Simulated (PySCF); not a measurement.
Solvent effects on NMR parameters

Geometry (Å), atoms numbered from 1 in this order:
```xyz
21

O     2.7661    1.5186    0.9197
B     2.0675    0.3558    1.1025
O     2.7411   -0.7034    1.6206
C     0.5440    0.2148    0.7089
C    -0.0914   -1.1806    0.8879
C    -0.8907   -1.4253   -0.4120
N    -0.9863   -0.1340   -1.0727
Si   -2.4824    0.6905   -1.3555
C     0.2550    0.5475   -0.7741
H     2.2330    2.2287    0.5526
H     3.6631   -0.4814    1.7953
H    -0.0269    0.9429    1.3149
H    -0.7464   -1.1982    1.7711
H     0.6709   -1.9579    1.0395
H    -1.8860   -1.8609   -0.2340
H    -0.3423   -2.1369   -1.0586
H    -2.2303    1.7962   -2.3290
H    -3.4605   -0.2883   -1.9171
H    -3.1218    1.3118   -0.1409
H     1.0652    0.1555   -1.4229
H     0.1825    1.6288   -0.9759
```

GIAO PBE0/pcSseg-1 in PySCF 2.14.0 with density-fitted response routines on one PBE0-D3(BJ)/def2-SVP conformer, non-relativistic, equivalent nuclei averaged. Solvents enter as an IEF-PCM continuum (chloroform with ε = 4.7, methanol with ε = 32.6) around the gas-phase geometry. Shifts are referred to BF3·OEt2, TMS computed in the same medium.

Gas phase, δ in ppm: B2 31.0, C9 54.2, C6 51.6, C5 29.2, C4 27.9, Si8 -52.3, H17/H18/H19 4.65, H10/H11 3.63, H15 2.99, H16 2.87, H21 2.81, H20 2.56, H14 1.98, H13 1.73. Dipole moment 1.22 D.

**Question.** How does each δ change in the continuum?

**Answer.** 
```
      atoms                         environment  Δδ, chloroform  Δδ, methanol
         B2              boron bonded to C, 2 O            +0.6          +0.8
         C9                 sp3 CH2 bonded to N            +0.5          +0.7
         C6                 sp3 CH2 bonded to N            +0.5          +0.7
         C5                   sp3 CH2 in a ring            +0.5          +0.7
         C4                  sp3 CH bonded to B            +0.5          +0.7
        Si8            silicon bonded to N, 3 H            -0.6          -0.8
H17/H18/H19   hydrogen on a silicon bonded to N           -0.05         -0.07
    H10/H11   hydrogen on an oxygen bonded to B           +0.55         +0.76
        H15  hydrogen on an sp3 CH2 bonded to N           +0.08         +0.12
        H16  hydrogen on an sp3 CH2 bonded to N           -0.02         -0.04
        H21  hydrogen on an sp3 CH2 bonded to N           +0.21         +0.33
        H20  hydrogen on an sp3 CH2 bonded to N            0.00         -0.02
        H14    hydrogen on an sp3 CH2 in a ring           -0.17         -0.27
        H13    hydrogen on an sp3 CH2 in a ring           +0.01         +0.01
```

Changes are relative to the gas phase. The dipole moment becomes 1.51 D in chloroform, 1.67 D in methanol.

**Question.** Which nuclei move most (in ppm), and what does the model miss?

**Answer.** B2 (boron bonded to C, 2 O, +0.8 ppm) and C6 (sp3 CH2 bonded to N, +0.7 ppm) and C4 (sp3 CH bonded to B, +0.7 ppm) and Si8 (silicon bonded to N, 3 H, -0.8 ppm) and H10/H11 (hydrogen on an oxygen bonded to B, +0.76 ppm) in methanol. A continuum only polarises the solute; specific hydrogen bonds, the anisotropy of aromatic solvents and changes of geometry or conformer are outside it.
